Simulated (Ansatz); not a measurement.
Two isomers of C2H3BCl2: A = `ClB1CC1Cl`, B = `C=CB(Cl)Cl`.

Calculated with Ansatz (gas phase, PBE0-D4/def2-TZVP geometries, no zero-point term in ΔE). CCSD(T)/CBS adds triple-zeta CCSD(T) − MP2 to the extrapolated MP2 energy (def2 sets, frozen cores). Functionals use def2-TZVPP. B3LYP here is the variant with VWN-RPA as its local correlation; programs differ in this. One conformer a species, not always the lowest.

Problem. Which is lower in electronic energy at CCSD(T)/CBS, and by how much? (Estimate.)

Solution. Ansatz gave: B, by 53.2 kcal/mol.

Problem. Give E(B) − E(A) in kcal/mol with CCSD(T)/def2-SVP, PBE-D4, B3LYP-D4, PBE0-D4, B2PLYP, CCSD(T)/def2-TZVPP, CCSD/def2-TZVPP. (Best estimate.)

Solution. Ansatz gave: CCSD(T)/def2-SVP -56.6, PBE-D4 -48.1, B3LYP-D4 -52.9, PBE0-D4 -48.2, B2PLYP -53.3, CCSD(T)/def2-TZVPP -53.7, CCSD/def2-TZVPP -53.4. None reverses the order clearly.

Problem. Does the order hold for the free energy at 298.15 K (harmonic terms from PBE0-D4)? (An estimate is asked.)

Solution. Computed: Yes: G(B) − G(A) = -52.6 kcal/mol, for one conformer each.

Largest T1 diagnostic: 0.012.

At CCSD(T), def2-SVP lies −3.4 kcal/mol from the extrapolated value and def2-TZVPP −0.5 kcal/mol. In def2-TZVPP, CCSD(T) changes the Hartree–Fock value by +3.4 kcal/mol (the triples alone add −0.3 kcal/mol) and MP2 by +4.2 kcal/mol.
